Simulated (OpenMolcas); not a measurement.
**neutral beryllium: effect of the IPEA shift**

```
Program             : OpenMolcas
Basis               : ANO-RCC-VTZP [4s3p2d1f]
Scalar Hamiltonian  : DKH2, point nucleus
Active space        : 2 electrons in 4 orbitals (2s 2p)
State averaging     : 2S+1 = 3 even, 3 roots; 2S+1 = 1 even, 6 roots kept (CI in the orbitals of an earlier block); 2S+1 = 3 odd, 3 roots; 2S+1 = 1 odd, 3 roots kept (CI in the orbitals of an earlier block)
Spin-orbit coupling : state interaction with AMFI integrals over the reference wave functions, term energies averaged over their components
```

Methods on the same reference wave functions:
A. CASSCF
B. SS-CASPT2, IPEA 0 Eh, imaginary shift 0.1 Eh (closed shells correlated: 1s)
C. SS-CASPT2, IPEA 0.25 Eh, imaginary shift 0.1 Eh (closed shells correlated: 1s)

Energies in cm⁻¹ above 2s² ¹S₀, the measured ground level; measured values from NIST Handbook of Basic Atomic Spectroscopic Data.

| Level | A | B | C | Measured |
| --- | --- | --- | --- | --- |
| 2s² ¹S₀ | 0.0 | 0.0 | 0.0 | 0.0 |
| 2s 2p ³P°₀ | 21994 | 22056 | 22139 | 21978 |
| 2s 2p ³P°₁ | 21995 | 22057 | 22140 | 21979 |
| 2s 2p ³P°₂ | 21997 | 22059 | 22142 | 21981 |
| 2s 2p ¹P°₁ | 53239 | 44812 | 46036 | 42565 |
| 2p² ³P₀ | 60538 | 60166 | 60389 | 59694 |
| 2p² ³P₁ | 60539 | 60167 | 60390 | 59695 |
| 2p² ³P₂ | 60540 | 60169 | 60392 | 59697 |
| 2p² ¹D₂ | 68147 | 62056 | 63065 | 56882 |

Deviations, from unrounded energies. A percentage is the sum of absolute deviations over the sum of measured energies, with the sign that they share, or ± where signs differ.

| Against measurement | Levels | A | B | C |
| --- | --- | --- | --- | --- |
| mean absolute deviation (cm-1) | 8 | 3100 | 1100 | 1500 |
| other configurations (%) | 8 | +7.1 | +2.6 | +3.5 |

B lies closest to measurement on these levels and A furthest from it. The largest miss of B in the table is 2p² ¹D₂, by +5200 cm-1. The ranking rests on the paired levels alone, and a cruder setting can come out closer through cancelling errors.

Between B and C the level of the table that moves most is 2s 2p ¹P°₁, by 1200 cm-1 (lowest in B, highest in C).

The lowest spin-free term lies below A's lowest term by 0.041 hartree in B, 0.041 hartree in C.

Over all roots computed the reference weight is 0.94 to 0.99 in B; the roots of lowest weight are the least certain, and an intruder state may touch them. Terms from blocks run as CI alone lack orbitals of their own. Without dynamic correlation excited terms often stand tens of per cent too high (terms of higher spin than the ground term too low), and those without a measured partner can miss by more than the paired ones (holds for A). Computed and measured levels are paired by configuration, term and J; levels that our copy of the source lacks, or whose pairing is in doubt (as where it misses far off the trend of its configuration), stay unpaired and out of the deviations. Levels of configurations outside the active space are missing.

° marks odd parity.
